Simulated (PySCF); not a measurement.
C2H5Zn, SMILES [CH2](C)[Zn] (connectivity only; charge and spin as stated), neutral, multiplicity 2.

The structure is a stationary point at B3LYP-D3(BJ)/def2-SVP. The multiplicity is an assumed one; other spin states were not compared. The isomer is the one that the SMILES or the coordinates give; other isomers of the formula were not compared.

These are PySCF with TDA-PBE/def2-SVPD values and carry that method's errors.

Vertical excitations. The molecule is in vacuum.

Question: List the lowest excited states. (Estimate from the structure and the level; the computed values follow.)

Answer: 
| state | energy (eV) | λ (nm) | f | main pairs |
|---|---|---|---|---|
| root 1 | 2.78 | 445 | 0.052 | α HOMO→LUMO 98 % |
| root 2 | 2.84 | 437 | 0.055 | α HOMO→LUMO+1 98 % |
| root 3 | 3.71 | 334 | 0.037 | α HOMO→LUMO+2 29 %, β HOMO→LUMO 67 % |
| root 4 | 4.44 | 279 | 0.186 | α HOMO→LUMO+2 68 %, β HOMO→LUMO 21 % |
| root 5 | 5.09 | 244 | 0.096 | α HOMO→LUMO+3 31 %, α HOMO−1→LUMO 24 %, β HOMO→LUMO+1 39 % |
| root 6 | 5.16 | 240 | 0.004 | α HOMO−1→LUMO+1 34 %, β HOMO→LUMO+2 41 %, β HOMO−1→LUMO 23 % |
| root 7 | 5.19 | 239 | 0.201 | α HOMO→LUMO+3 58 %, α HOMO−1→LUMO 21 %, β HOMO→LUMO+1 15 % |
| root 8 | 5.24 | 237 | 0.000 | α HOMO−1→LUMO+1 11 %, β HOMO−1→LUMO 76 %, β HOMO→LUMO+2 13 % |
| root 9 | 5.61 | 221 | 0.119 | α HOMO→LUMO+4 94 % |
| root 10 | 5.95 | 209 | 0.038 | α HOMO→LUMO+5 80 %, β HOMO−2→LUMO 16 % |
Unrestricted roots are not spin-pure.
